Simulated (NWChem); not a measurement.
Molecule: LaBrCl2; SMILES [Cl][La]([Cl])[Br]

```xyz
4

La     0.1519    -0.3069     0.0000
Cl     0.7199    -1.5065     2.2366
Cl     0.7199    -1.5065    -2.2366
Br    -0.2130     2.4348     0.0000
```
Atoms are numbered in this order, from 1.

Level: PBE0/def2-SVP with def2 effective core potentials on La (NWChem), optimised geometry, unscaled harmonic frequencies. This build's default masses of Se (78.918 u) and Br (79.917 u) are each other's, which moves their modes by up to 0.6 %. def2 effective core potentials on La; no spin-orbit coupling.

| frequency (cm⁻¹) | IR intensity (km/mol) |
|---|---|
| 17 | 30.1 |
| 58 | 3.5 |
| 71 | 4.0 |
| 227 | 34.9 |
| 332 | 62.1 |
| 347 | 113.7 |

The zero-point energy comes out as 1.5 kcal/mol and the thermal correction to the enthalpy at 298.15 K (with zero-point energy) is 6.2 kcal/mol. The heat capacity Cv comes out as 16.9 cal/(mol K). The entropy at 298.15 K and 1 atm (symmetry number 1) is 93.5 cal/(mol K).

Rigid rotor and harmonic oscillator; modes under 100 cm⁻¹ make the entropy uncertain.
